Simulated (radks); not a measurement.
Values are calculated unless marked as measured or tabulated.
Coulomb parameter of the 4d shell of the zirconium ion Zr+ in the model configuration [Kr] 4d1.5 5s1.5, as a second difference U = [E(n + 0.25) + E(n - 0.25) - 2 E(n)] / (0.25)^2 with all orbitals relaxed. "Bare": the charge of the atom changes with n. "Screened": the 5s shell takes up the change at fixed total charge, which measures U(4d,4d) + U(5s,5s) - 2 U(4d,5s). Code: a radial shooting solver on a logarithmic mesh with Libxc functionals. Model: scalar-relativistic Kohn-Sham, PBEsol, spin-unpolarised, spherical densities, finite nucleus; Fermi nuclear charge, rms radius 4.2694 fm.

case                 configuration  E - E(n) (eV)
start             [Kr] 4d1.5 5s1.5          0.000
bare +0.25       [Kr] 4d1.75 5s1.5         -2.475
bare -0.25       [Kr] 4d1.25 5s1.5          3.050
screened +0.25  [Kr] 4d1.75 5s1.25         -0.095
screened -0.25  [Kr] 4d1.25 5s1.75          0.157

U(bare) = 9.203 eV, U(screened by 5s) = 0.997 eV, against the Slater integral F0(4d,4d) = 11.945 eV with frozen orbitals.
